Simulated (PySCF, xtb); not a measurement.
C₄H₇Cl, SMILES [C@H]1(C)[C@H](Cl)C1.

Harmonic wavenumbers (cm⁻¹) from GFN2-xTB in xtb 6.7.1 at its own minimum, in rising order: 164, 205, 252, 347, 414, 674, 842, 891, 919, 956, 1051, 1058, 1066, 1088, 1115, 1169, 1212, 1249, 1388, 1414, 1460, 1490, 1495, 3025, 3032, 3041, 3050, 3059, 3088, 3111.

### Question
What does B3LYP-D3(BJ)/def2-SVP (PySCF 2.14.0) give at its own minimum? (An estimate is asked for; the answer gives what the named calculation found.)

### Answer
194, 214, 270, 353, 420, 671, 800, 856, 904, 943, 1024, 1057, 1082, 1092, 1126, 1185, 1228, 1273, 1384, 1413, 1462, 1463, 1483, 3024, 3103, 3106, 3121, 3150, 3175, 3220. Paired by order, the mean absolute difference is 28 cm⁻¹ and the zero-point energies are 61.9 and 62.6 kcal/mol.
